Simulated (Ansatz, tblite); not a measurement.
Cost and result up the ladder for the cluster Al2Cu3⁺ (5 atoms). Charge 1, multiplicity 1. Geometry: r2SCAN-D4/def2-SVP.

```csv
atom,x (Å),y (Å),z (Å)
Al1,1.080,0.923,0.394
Al2,-0.654,-0.895,0.973
Cu3,-0.421,-0.028,-1.348
Cu4,-1.288,1.344,0.364
Cu5,1.282,-1.344,-0.382
```

Ansatz on 4 threads of Arm Neoverse V1 on a shared host; xTB runs through tblite on one thread. Times are rough, summed over both states, and most runs start from the orbitals of an earlier one. PBE0-D4/def2-TZVP serves as the yardstick here, not as an exact answer. The other state is a triplet at its own geometry, which has other bonds, so the gap mixes isomer and spin.

The xTB rows come from tblite. LC-ωPBE has ω = 0.4 bohr⁻¹. HSE06 is defined as in plane-wave codes, on full-range PBE exchange. At PBE0-D4/def2-TZVP a singlet of charge 1 lies 1.22 eV below the triplet, each at its own geometry. The structure comes from a short search, and lower isomers may exist.

Run but left out: HF/STO-3G (singlet: restricted singlet, unstable in another Hartree–Fock run and untested here).

xTB has no spin-polarisation term.

```tsv
level	functions	wall time	triplet − singlet (eV)	difference from PBE0-D4/def2-TZVP (eV)
GFN1-xTB	45	0.011 s	2.57	1.35
GFN2-xTB	45	0.016 s	1.66	0.44
PBE-D4/def2-TZVP	209	11 s	1.27	0.05
PBE0-D4/def2-TZVP	209	24 s	1.22	0.00
HSE06-D4/def2-TZVP (with forces)	209	25 s	1.22	0.01
r2SCAN-D4/def2-TZVP	209	33 s	1.19	-0.03
LC-ωPBE/def2-TZVP	209	35 s	1.10	-0.12
```
